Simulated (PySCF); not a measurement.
Species: C₇H₇N.
Structure used (PBE0-D3(BJ)/def2-SVP), in Å, numbered top down from 1:
```xyz
15
C7H7N angstrom
C      1.4384    2.3103   -0.1102
C      0.9226    1.6402    0.9234
C      0.1680    0.3618    0.8405
C      0.5398   -0.6204   -0.2315
C     -0.7544   -1.3664   -0.3279
C     -1.2984   -2.0903    0.8073
N     -1.7363   -2.6632    1.7133
C     -0.7144    0.1293   -0.3522
H      1.3421    1.9557   -1.1416
H      1.9803    3.2469    0.0387
H      1.0505    2.0422    1.9334
H     -0.1656   -0.0398    1.8070
H      1.4342   -0.6876   -0.8492
H     -0.9557   -1.8567   -1.2874
H     -1.0985    0.8317   -1.0904
```

Computed with PySCF at PBE0/def2-SVPD, non-relativistic, on one gas-phase PBE0-D3(BJ)/def2-SVP geometry that isn't relaxed in the solvent. The solvent is an IEF-PCM continuum (van der Waals radii × 1.2), and excitations are vertical TDDFT with non-equilibrium linear response and a frozen core. Specific hydrogen bonds and non-electrostatic terms are outside this model.

Gas-phase singlets (H = HOMO, L = LUMO):

| state | E (eV) | λ (nm) | f | leading configuration |
| --- | --- | --- | --- | --- |
| S1 | 6.554 | 189 | 0.003 | H-1→L 97% |
| S2 | 6.668 | 186 | 0.387 | H→L 94% |
| S3 | 7.004 | 177 | 0.018 | H→L+1 91% |
| S4 | 7.322 | 169 | 0.015 | H→L+2 75% |
| S5 | 7.367 | 168 | 0.010 | H-2→L+1 35% |

Problem. Give the list for chloroform (ε = 4.711), n² = 2.09.

Solution. 
```tsv
state	E (eV)	λ (nm)	f	leading configuration	change by rank (eV)
S1	6.530	190	0.502	H→L 95%	-0.024
S2	6.572	189	0.004	H-1→L 96%	-0.096
S3	6.953	178	0.012	H→L+1 90%	-0.051
S4	7.044	176	0.014	H→L+2 95%	-0.278
S5	7.207	172	0.000	H-1→L+2 93%	-0.160
```

Problem. The ground-state energy changes by -0.237 eV from gas to chloroform. By how much does the total energy of gas-phase S2 change?

Solution. E(S2) = E(S0) + excitation energy, so it changes by -0.237 − 0.138 = -0.375 eV: it is lowered more than the ground state, which is what a red shift means. This is the vertical state, with the slow part of the continuum still set for S0.

Problem. How do the frontier levels move from gas to chloroform?

Solution. 
```json
{"orbital": "LUMO+2", "gas (eV)": "0.59", "solvent (eV)": "0.51", "change (eV)": "-0.08", "Löwdin shares, gas": "N7 30 %, C6 26 %, C5 11 %, C8 9 %", "Löwdin shares, solvent": "N7 33 %, C6 30 %, C5 10 %, C8 8 %"}
{"orbital": "LUMO+1", "gas (eV)": "0.37", "solvent (eV)": "0.48", "change (eV)": "+0.11", "Löwdin shares, gas": "H14 14 %, N7 13 %, C5 11 %, C6 10 %", "Löwdin shares, solvent": "N7 30 %, C6 26 %, C5 11 %, H14 10 %"}
{"orbital": "LUMO", "gas (eV)": "-0.55", "solvent (eV)": "-0.32", "change (eV)": "+0.23", "Löwdin shares, gas": "C1 32 %, C2 31 %, C3 8 %, C8 5 %", "Löwdin shares, solvent": "C1 32 %, C2 31 %, C3 8 %, C8 5 %"}
{"orbital": "HOMO", "gas (eV)": "-7.70", "solvent (eV)": "-7.48", "change (eV)": "+0.22", "Löwdin shares, gas": "C1 35 %, C2 29 %, C3 9 %, C8 6 %", "Löwdin shares, solvent": "C1 35 %, C2 29 %, C3 10 %, C8 6 %"}
{"orbital": "HOMO-1", "gas (eV)": "-8.31", "solvent (eV)": "-8.10", "change (eV)": "+0.21", "Löwdin shares, gas": "C4 30 %, C8 30 %, C3 12 %, H12 7 %", "Löwdin shares, solvent": "C4 30 %, C8 30 %, C3 12 %, H12 7 %"}
{"orbital": "HOMO-2", "gas (eV)": "-8.97", "solvent (eV)": "-9.04", "change (eV)": "-0.07", "Löwdin shares, gas": "N7 37 %, C6 25 %, C5 12 %, C4 9 %", "Löwdin shares, solvent": "N7 32 %, C6 21 %, C5 15 %, C4 11 %"}
{"orbital": "HOMO-3", "gas (eV)": "-9.53", "solvent (eV)": "-9.71", "change (eV)": "-0.18", "Löwdin shares, gas": "N7 46 %, C6 36 %, C5 7 %", "Löwdin shares, solvent": "N7 38 %, C6 28 %, C5 8 %, C2 5 %"}
```

The HOMO–LUMO gap goes from 7.15 to 7.17 eV. Rows go by rank; for LUMO+1 and LUMO+2 the atom shares or the degeneracy differ between the runs, so the row needn't follow one orbital.
